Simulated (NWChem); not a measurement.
System: AlH₂O₂F; SMILES [OH][Al]([OH])[F]

NWChem input:

```
start job
memory heap 200 mb stack 900 mb global 1100 mb
geometry units angstroms noautoz
  Al    -0.003607     0.025542     0.000000
  F     -1.631803     0.329505     0.000000
  O      1.041197     1.348475     0.000000
  H      1.996819     1.284065     0.000000
  O      0.575337    -1.561524     0.000000
  H      0.026948    -2.347120     0.000000
end
basis spherical
  * library def2-svpd
end
dft
  xc xcamb88 1.00 lyp 0.81 vwn_5 0.19 hfexch 1.00
  cam 0.33 cam_alpha 0.19 cam_beta 0.46
  iterations 150
end
tddft
  cis
  nroots 6
  notriplet
end
task tddft energy
```

Excerpt of the output:

```
             Northwest Computational Chemistry Package (NWChem) 7.3.0
             --------------------------------------------------------

 CS  symmetry detected

                             Geometry "geometry" -> ""
                             -------------------------

 Output coordinates in angstroms (scale by  1.889725989 to convert to a.u.)

  No.       Tag          Charge          X              Y              Z
 ---- ---------------- ---------- -------------- -------------- --------------
    1 Al                  13.0000    -0.01490064     0.00363984     0.00000000
    2 F                    9.0000    -1.46444083    -0.79776453     0.00000000
    3 O                    8.0000    -0.05052985     1.68901745     0.00000000
    4 H                    1.0000     0.72770982     2.24732298     0.00000000
    5 O                    8.0000     1.44149599    -0.85243462     0.00000000
    6 H                    1.0000     1.51823690    -1.80742279     0.00000000

 Effective nuclear repulsion energy (a.u.)     160.5179771816

      Symmetry information
      --------------------

 Group name             Cs
 Group number              2
 Group order               2
 No. of unique centers     6

                                 NWChem DFT Module
                                 -----------------

 Summary of "ao basis" -> "ao basis" (spherical)
 ------------------------------------------------------------------------------
       Tag                 Description            Shells   Functions and Types
 ---------------- ------------------------------  ------  ---------------------
 Al                        def2-svpd                10       24   5s3p2d
 F                         def2-svpd                 9       23   4s3p2d
 O                         def2-svpd                 9       23   4s3p2d
 H                         def2-svpd                 4        8   2s2p

      Symmetry analysis of basis
      --------------------------

        a'         77
        a"         32

[...]

                                NWChem TDDFT Module
                                -------------------

            General Information
            -------------------
           No. of orbitals :     218
            Alpha orbitals :     109
             Beta orbitals :     109
        Alpha frozen cores :       0
         Beta frozen cores :       0
     Alpha frozen virtuals :       0
      Beta frozen virtuals :       0
         Spin multiplicity :       1
    Number of AO functions :     109
        Use of symmetry is : off
      Symmetry adaption is : on
         Schwarz screening :  0.10D-07

              XC Information
              --------------
              Hartree-Fock (Exact) Exchange   1.00
            CAM-Becke88 Exchange Functional   1.00
               VWN V Correlation Functional   0.19 local
       Lee-Yang-Parr Correlation Functional   0.81
           Alpha           :  0.19
           Beta            :  0.46
           Gamma           :  0.33

             TDDFT Information
             -----------------
          Calculation type : Tamm-Dancoff TDDFT
         Wavefunction type : Restricted singlets
          No. of electrons :      40
           Alpha electrons :      20
            Beta electrons :      20
              No. of roots :       6
          Max subspacesize :    5200
            Max iterations :     100
               Target root :       1
           Target symmetry : none
      Symmetry restriction : off
                 Algorithm : Optimal
        Davidson threshold :  0.10D-03

    6 smallest eigenvalue differences (eV)
--------------------------------------------------------
  No. Spin  Occ  Vir  Irrep   E(Occ)    E(Vir)   E(Diff)
--------------------------------------------------------
    1    1   20   21 a"       -0.407    -0.015    10.643
    2    1   19   21 a"       -0.424    -0.015    11.131
    3    1   18   21 a'       -0.429    -0.015    11.248
    4    1   17   21 a'       -0.431    -0.015    11.316
    5    1   20   22 a"       -0.407     0.054    12.541
    6    1   20   23 a'       -0.407     0.056    12.591
--------------------------------------------------------

  Entering Davidson iterations
  Restricted singlet excited states

  Iter   NTrls   NConv    DeltaV     DeltaE      Time
  ----  ------  ------  ---------  ---------  ---------
    1      6       0     0.18E+00   0.10+100       13.9
    2     12       0     0.49E-01   0.31E-01       14.1
    3     18       0     0.18E-01   0.42E-02       14.0
    4     24       0     0.12E-01   0.71E-03       14.2
    5     30       0     0.14E-01   0.45E-03       14.1
    6     36       1     0.14E-01   0.57E-03       14.2
    7     41       3     0.11E-01   0.74E-03       13.9
    8     44       4     0.19E-01   0.49E-03       12.8
    9     46       4     0.82E-02   0.65E-03       12.3
   10     48       4     0.10E-01   0.20E-03       12.2
   11     50       4     0.51E-02   0.14E-03       12.3
   12     52       4     0.27E-02   0.40E-04       12.2
   13     54       5     0.17E-02   0.18E-04       12.3
   14     55       5     0.70E-03   0.31E-05       11.8
   15     56       5     0.31E-03   0.42E-06       11.7
   16     57       5     0.10E-03   0.52E-07       11.7
   17     58       6     0.89E-04   0.48E-08       11.7
  ----  ------  ------  ---------  ---------  ---------
  Convergence criterion met

  Ground state a'       -493.809613581929 a.u.

[...]
```

Level: CAM-B3LYP/def2-SVPD, TDA. The geometry was optimised at PBE0/def2-SVP.
